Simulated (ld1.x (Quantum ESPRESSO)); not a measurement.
Transferability test, TM potential for In (Z = 49)

- Element: In (Z = 49)
- Generator: ld1.x (Quantum ESPRESSO) 7.5
- Type: norm-conserving Troullier–Martins (Kleinman–Bylander form)
- Functional: PBEsol
- Relativity: fully relativistic
- Frozen core: [Kr]
- Valence charge: 13
- Reference configuration: 4d10 5s1.75 5p1.25
- Partial waves: 5p (bound): rc 2.75 bohr; 4d (bound): rc 1.25 bohr; 4f channel at 0.3 Ry: rc 2.75 bohr; 5s (bound): rc 1.95 bohr
- Local potential: the s channel
- Core correction: a·sin(br)/r model core inside 1.15 bohr

Open shells are filled in proportion to 2j + 1 (rel_dist='average').

Energies are relative to the spin-unpolarised reference configuration 4d10 5s1.75 5p1.25; without spin polarisation the order of configurations can differ from experiment.

```csv
valence configuration,charge,ΔE all-electron (eV),error AE − PS (meV)
4d10 5s2 5p1,0,-1.440,-0.1
4d10 5s2 5p0,+1,3.931,-1.2
4d10 5s1 5p0,+2,23.209,-10
4d10 5s0 5p3,0,10.546,-4.8
4d10 5s2 5p0.5,+0.5,0.506,-0.3
4d9 5s2 5p2,0,16.800,-291
```

(1) What are ΔE and the potential's error for 4d9 5s0 5p0?

Levels in the configuration 4d10 5s1 5p0:

| level | all-electron (eV) | pseudo (eV) |
| --- | --- | --- |
| 4d j=3/2 | -37.052 | -36.965 |
| 4d j=5/2 | -36.176 | -36.094 |
| 5s j=1/2 | -23.679 | -23.701 |

Results:

(1) ΔE = 107.837 eV all-electron; the error (AE − PS) is -265 meV.
